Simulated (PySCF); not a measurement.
SMILES OB(O)CCc1ccccc1 (GFN2-xTB optimised geometry):

```
22

O     -1.849    -0.851     3.506
B     -2.444    -1.366     2.415
O     -3.722    -0.982     2.142
C     -1.631    -2.411     1.508
C     -1.474    -1.941     0.048
C     -0.715    -0.645     0.000
C     -1.381     0.573     0.002
C     -0.676     1.764     0.004
C      0.708     1.752     0.002
C      1.382     0.543     0.000
C      0.674    -0.645     0.000
H     -2.390    -0.229     3.995
H     -4.119    -1.368     1.364
H     -0.639    -2.571     1.931
H     -2.137    -3.380     1.504
H     -2.460    -1.809    -0.406
H     -0.939    -2.704    -0.522
H     -2.462     0.592     0.004
H     -1.209     2.704     0.005
H      1.259     2.681     0.002
H      2.462     0.526    -0.002
H      1.205    -1.587    -0.002
```

Level of theory: PySCF with PBE0/def2-SVP.

Question: What are the frontier orbital energies and the dipole moment?

Answer: HOMO-2 -8.51 eV, HOMO-1 -7.17 eV, HOMO -6.91 eV, LUMO 0.01 eV, LUMO+1 0.08 eV; dipole moment 1.34 D.

Meta-Löwdin charges at PBE0/def2-SVP: O1 -0.48, B2 0.42, O3 -0.50, C4 -0.31, C5 -0.17, C6 0.02, C7 -0.12, C8 -0.10, C9 -0.11, C10 -0.10, C11 -0.12, H12 0.33, H13 0.33, H14 0.11, H15 0.10, H16 0.08, H17 0.10, H18 0.10, H19 0.11, H20 0.11, H21 0.11, H22 0.10.
